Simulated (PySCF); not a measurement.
Basis and Hamiltonian dependence of the ionisation energy of Tl⁺

Tl⁺ [Xe] 4f14 5d10 6s2 (1S) → Tl²⁺ [Xe] 4f14 5d10 6s1 (2S). Calculated with PySCF 2.14 from differences of total energies of unrestricted determinants, without spin-orbit coupling. Values in eV.

| basis | Hamiltonian | functions | UHF | LDA | PBE0 | MP2 (valence) | CCSD(T) (valence) | CCSD(T) (valence and next inner shell) |
| --- | --- | --- | --- | --- | --- | --- | --- | --- |
| def2-SVP with the def2 core potential (60 electrons) | ECP | 26 | 18.368 | n/a | 20.184 | 18.827 | 19.047 | n/a |
| aug-cc-pwCVDZ-PP with ECP60MDF | ECP | 48 | 18.360 | 20.963 | 20.186 | 18.885 | 19.097 | 20.103 |
| def2-TZVP with the def2 core potential (60 electrons) | ECP | 50 | 18.361 | n/a | n/a | 18.909 | 19.109 | n/a |
| aug-cc-pVTZ-PP with one added diffuse shell each of d, f type with ECP60MDF | ECP | 67 | 18.368 | 20.985 | 20.193 | 18.911 | 19.107 | n/a |
| aug-cc-pVTZ-DK3 | spin-free X2C | 84 | 18.356 | 20.951 | 20.180 | 18.900 | 19.097 | n/a |
| def2-QZVPPD with the def2 core potential (60 electrons) | ECP | 88 | 18.363 | 20.974 | 20.189 | 18.938 | 19.124 | n/a |
| aug-cc-pVQZ-PP with ECP60MDF | ECP | 92 | 18.363 | 20.973 | 20.189 | 18.937 | 19.123 | n/a |
| ANO-RCC-VTZP | spin-free X2C | 93 | 18.365 | 20.960 | 20.185 | 18.899 | 19.088 | 20.211 |
| aug-cc-pwCVTZ-PP with ECP60MDF | ECP | 96 | 18.361 | 20.966 | 20.185 | 18.932 | 19.121 | n/a |
| x2c-TZVPPall with one added diffuse shell each of s, p, d, f type | spin-free X2C | 99 | 18.395 | 21.012 | 20.232 | 18.926 | 19.117 | 20.189 |
| aug-cc-pVQZ-PP with one added diffuse shell each of s, p, d, f, g type with ECP60MDF | ECP | 117 | 18.363 | 20.973 | 20.189 | 18.937 | n/a | n/a |
| aug-cc-pVQZ-DK3 | spin-free X2C | 118 | 18.348 | n/a | n/a | 18.917 | 19.100 | n/a |
| aug-cc-pwCVTZ-DK3 with one added diffuse shell each of s, d, f type | spin-free X2C | 138 | 18.349 | n/a | n/a | 18.916 | 19.102 | n/a |
| aug-cc-pV5Z-PP with ECP60MDF | ECP | 139 | 18.361 | 20.964 | 20.184 | 18.950 | n/a | n/a |

Extrapolation of CCSD(T) (valence) from aug-cc-pVTZ-DK3 and aug-cc-pVQZ-DK3: the correlation parts are 0.741 and 0.752 eV; with the X⁻³ form and unrounded values, (4³ × 0.752 − 3³ × 0.741)/(4³ − 3³) = 0.760 eV, and adding the Hartree-Fock value 18.348 eV of the larger basis gives 19.108 eV.

Extrapolation of MP2 (valence) from aug-cc-pVQZ-PP with ECP60MDF and aug-cc-pV5Z-PP with ECP60MDF: the correlation parts are 0.574 and 0.589 eV; with the X⁻³ form and unrounded values, (5³ × 0.589 − 4³ × 0.574)/(5³ − 4³) = 0.605 eV, and adding the Hartree-Fock value 18.361 eV of the larger basis gives 18.965 eV.

Frozen in the all-electron rows: valence: [Xe] 4f14 5d10; valence and next inner shell: [Kr] 4d10 4f14; with a core potential, the same shells as far as they lie outside it.

Reference for a calculation without spin-orbit coupling: 20.428 eV (measured, between term centres; NIST).
